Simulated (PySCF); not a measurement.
CH6OSiZn. Atoms are numbered in the order given.

```xyz
10

Zn    -0.4178     0.3252     0.6129
C     -1.6955     1.3592     1.6094
H     -2.1241     0.7567     2.4354
H     -2.5264     1.6922     0.9558
H     -1.2163     2.2580     2.0466
O      0.8114    -0.6751    -0.2169
Si     1.2705    -0.9928    -1.7758
H      0.1561    -1.6104    -2.5937
H      2.4263    -1.9591    -1.7778
H      1.7134     0.2522    -2.5149
```

Geometry: PBE-D3(BJ)/def2-SVP. The structure was generated by enumeration; whether it is a known compound was not checked. The values are those of a single conformer.

Calculation: PBE/def2-TZVP (PySCF).

ESP charges are fitted to the potential on shells at 1.4 to 2.0 van der Waals radii. Atomic charges (e):

| atom | Löwdin | meta-Löwdin | ESP fit |
|---|---|---|---|
| Zn1 | 0.46 | 1.12 | 0.79 |
| C2 | -0.59 | -0.80 | -1.00 |
| H3 | 0.14 | 0.13 | 0.23 |
| H4 | 0.13 | 0.13 | 0.23 |
| H5 | 0.13 | 0.13 | 0.23 |
| O6 | -0.21 | -1.02 | -0.54 |
| Si7 | 0.08 | 0.67 | 0.27 |
| H8 | -0.05 | -0.12 | -0.08 |
| H9 | -0.05 | -0.11 | -0.04 |
| H10 | -0.05 | -0.12 | -0.08 |
